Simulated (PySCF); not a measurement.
Two species compared at the same levels of theory.

First species: C₄H₁₂O₂Si.
InChI=1S/C4H12O2Si/c1-5-7(3,4)6-2/h1-4H3

Second species: C₅H₆N₂S.
SMILES: `c1snnc1C1CC1`

Levels: wB97X-D/def2-SVPD for dipole moment, HOMO energy, LUMO energy, HOMO–LUMO gap, static isotropic polarisability and electronic spatial extent ⟨r²⟩ about the centre of nuclear charge; TDDFT wB97X-D/def2-SVPD for lowest singlet excitation; TDA wB97X-D/def2-SVPD for lowest triplet excitation (Tamm–Dancoff); GFN2-xTB for rotational constant A and rotational constant C. Geometries: GFN2-xTB. All species are isolated and taken at one optimised geometry, non-relativistic unless stated. Electronic properties by PySCF.

Dipoles, sizes and rotational constants follow the conformer. The torsions of the flexible species, by atom-mapped SMILES:
- `[CH3:1][O:2][Si:3]([CH3:4])([CH3:5])[O:6][CH3:7]`: C1–O2–Si3–C4 172°, O2–Si3–O6–C7 178°
- `[cH:1]1[s:2][n:3][n:4][c:5]1[CH:6]1[CH2:7][CH2:8]1`: N4–C5–C6–C7 35°

| property | column X | column Y |
| --- | --- | --- |
| dipole moment | 1.45 D | 3.48 D |
| HOMO energy | -9.50 eV | -9.07 eV |
| LUMO energy | 2.07 eV | 0.28 eV |
| HOMO–LUMO gap | 11.57 eV | 9.35 eV |
| lowest singlet excitation | 7.54 eV | 4.16 eV |
| lowest triplet excitation (Tamm–Dancoff) | 7.41 eV | 3.44 eV |
| static isotropic polarisability | 80.2 au | 86.1 au |
| electronic spatial extent ⟨r²⟩ about the centre of nuclear charge | 1069 bohr² | 1156 bohr² |
| rotational constant A | 2.326 GHz | 5.700 GHz |
| rotational constant C | 1.440 GHz | 0.996 GHz |

Question: Which column belongs to which species?

Answer: Column X is the first species and column Y the second. The first has 19 atoms and 66 electrons, the second 14 and 66.

Question: How does each property change from the first species to the second?

Answer: dipole moment +2.03 D; HOMO energy +0.43 eV; LUMO energy -1.79 eV; HOMO–LUMO gap -2.22 eV; lowest singlet excitation -3.38 eV; lowest triplet excitation (Tamm–Dancoff) -3.97 eV; static isotropic polarisability +5.9 au; electronic spatial extent ⟨r²⟩ about the centre of nuclear charge +87 bohr²; rotational constant A +3.374 GHz; rotational constant C -0.444 GHz.

On the first: A dipole of 1.45 D is allowed in C1, and pure rotational transitions are dipole-allowed. The dipole matches unit charges of opposite sign 0.30 Å apart (1 e·Å = 4.8032 D).

On the second: No computed singlet falls in the visible range (750 to 380 nm, 1.65 to 3.26 eV); S1 lies 0.90 eV above its blue end. The polarisability is 12.76 Å³ as a volume (1 au = 0.148185 Å³), or 1.30 au for each of the 66 electrons.
